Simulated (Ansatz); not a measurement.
Ansatz results at the PBE0-D4/def2-TZVP geometry: HOMO–LUMO gap (PBE0/def2-TZVPP) 8.44 eV; LUMO energy (PBE/def2-TZVPP) -0.92 eV; HOMO energy (PBE0/def2-TZVPP) -8.49 eV.

Each molecule was computed in one conformer, which needn't be the lowest.

(1) Which molecule gave them?
A. `C[SiH2]S[SiH2]F`
B. `C[SiH](O)O[Si](C)(O)O`
C. `O[Si@H](Cl)C[Si@H](O)Cl`
D. `C[SiH](O)N[SiH2]O`

## Answers

(1) C. The others give `C[SiH2]S[SiH2]F`: 7.76, -0.86, -7.75; `C[SiH](O)N[SiH2]O`: 8.22, -0.43, -7.79; `C[SiH](O)O[Si](C)(O)O`: 8.91, -0.27, -8.35.
